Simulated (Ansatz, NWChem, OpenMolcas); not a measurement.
**IF (iodine monofluoride): the energy, rung by rung**

IF: 2 atoms, total charge 0, spin state singlet. As SMILES, `FI`. The bond length is the measured one.

```xyz
2

F     0.0000    0.0000    0.0000
I     0.0000    0.0000    1.9098
```

Quantity: the energy change with the F1–I2 bond stretched from 1.910 to 4.202 Å, in eV. The values are calculated.

```csv
level,kind,program,value (eV),CPU time (all runs)
BLYP/def2-TZVP (core potential) (restricted),GGA,Ansatz,3.72,15 s
TPSS/def2-TZVP (core potential) (restricted),meta-GGA,OpenMolcas,4.08,1.8 min
B3LYP/def2-TZVP (core potential) (restricted),global hybrid,Ansatz,4.51,12 s
CAM-B3LYP/def2-TZVP (core potential) (restricted),range-separated hybrid,Ansatz,5.33,8 s
wB97X/def2-TZVP (core potential) (restricted),range-separated hybrid,Ansatz,5.69,24 s
B2PLYP/def2-TZVP (core potential) (restricted),double hybrid,NWChem,2.86,1.7 min
PBE-QIDH/def2-TZVP (core potential) (restricted),double hybrid,Ansatz,4.18,11 s
MP2/def2-TZVP (core potential) (restricted),perturbation theory,OpenMolcas,2.82,8.6 s
```

The first shape isn't each level's own minimum. The values span 2.82 to 5.69 eV. In the correlated wave-function rows the outer d shell of I is correlated, in sets not made for it. CPU times are rough (shared hosts, several kinds of processor): they show what a rung costs within a factor of a few.
